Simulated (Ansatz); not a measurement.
Born–Oppenheimer molecular dynamics of ClGaH3N (6 atoms, charge 0, multiplicity 1). It goes on from the last frame of an earlier run, with new velocities.

Method: RHF/def2-SVP (Ansatz 0.2.0).

| Quantity | Value |
| --- | --- |
| ensemble | NVE (velocity Verlet) |
| time step | 0.5 fs |
| steps asked | 250 |
| starting velocities drawn for | 1000 K |
| masses | H 3.016 u |
| seed | 91424 |

First frame:

```xyz
6
Properties=species:S:1:pos:R:3
Ga 0.053 -0.045 -0.030
H 0.044 -0.416 1.494
N 1.647 -0.039 -0.851
H 2.452 -0.252 -0.299
H 1.861 0.061 -1.829
Cl -1.730 0.558 -1.016
```

(1) How far do the bonds stretch over the last three quarters of this one trajectory? (Pairs bonded in most of those frames.)

Answers

(1) 
```csv
bond,mean (Å),spread (Å),shortest,longest
Ga1–H2,1.550,0.019,1.51,1.58
Ga1–N3,1.817,0.045,1.73,1.90
Ga1–Cl6,2.188,0.044,2.12,2.24
N3–H4,1.006,0.016,0.98,1.04
N3–H5,1.010,0.035,0.95,1.07
```

Mean temperature of the second half: 556 K. The conserved energy stayed within 0.21 meV per atom of its start (net change 0.11 meV per atom), so the integration is sound. Over the second half the temperature averaged 0.56 of the 1000 K drawn at the start: a run that starts near a minimum puts about half its kinetic energy into the potential. A run of 0.12 ps of so small a system gives no equilibrium averages.

Time of the run: 2.7 min on 2 threads of Arm Neoverse V1, on a shared host, peak memory 0.15 GiB.
